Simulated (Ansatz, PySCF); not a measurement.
C₅H₇F, SMILES C(C(F)C=C)=C. Atoms are numbered in the order given.

```xyz
13

C      1.6428    -0.0861     1.3733
C      1.2734     0.5321     0.2507
C     -0.0842     0.4447    -0.3987
F      0.1100     0.4412    -1.7835
C     -0.8771    -0.7694    -0.0189
C     -1.9980    -0.7382     0.7030
H      0.9595    -0.7458     1.9158
H      2.6418     0.0552     1.7934
H      1.9685     1.1960    -0.2766
H     -0.6607     1.3590    -0.1611
H     -0.4554    -1.7204    -0.3636
H     -2.4253     0.2073     1.0530
H     -2.5307    -1.6532     0.9752
```
Charge 0, spin multiplicity 1.

Coordinates come from a B3LYP-D3(BJ)/def2-SVP optimisation. The values are those of a single conformer.

Two levels are set side by side: PBE-D3(BJ)/def2-SVP (Ansatz, a first-principles code) and B3LYP-D3(BJ)/def2-SVP (Ansatz). Each level has its own optimised geometry; the coordinates shown are those of the second. Frequencies come from the Hessian of PySCF at each geometry. Differences are taken from unrounded values.

```csv
quantity,B3LYP-D3(BJ),PBE-D3(BJ),PBE-D3(BJ) minus B3LYP-D3(BJ)
mean bond length (Å),1.229,1.236,0.007
bond C1–C2 (Å),1.334,1.342,0.009
bond C2–C3 (Å),1.507,1.510,0.002
bond C3–F4 (Å),1.398,1.406,0.008
bond C3–C5 (Å),1.499,1.501,0.002
bond C5–C6 (Å),1.334,1.342,0.009
bond C1–H7 (Å),1.094,1.102,0.008
bond C1–H8 (Å),1.093,1.101,0.008
bond C2–H9 (Å),1.096,1.105,0.008
bond C3–H10 (Å),1.107,1.117,0.010
bond C5–H11 (Å),1.096,1.104,0.008
bond C6–H12 (Å),1.095,1.103,0.008
bond C6–H13 (Å),1.093,1.101,0.008
highest harmonic wavenumber (cm⁻¹),3237,3175,-62
mean harmonic wavenumber (cm⁻¹),1401,1361,-40
zero-point energy (kcal/mol),66.12,64.21,-1.90
```

Exact exchange shortens and stiffens bonds; PBE has none. Differences between two approximate levels are no errors against the true value.
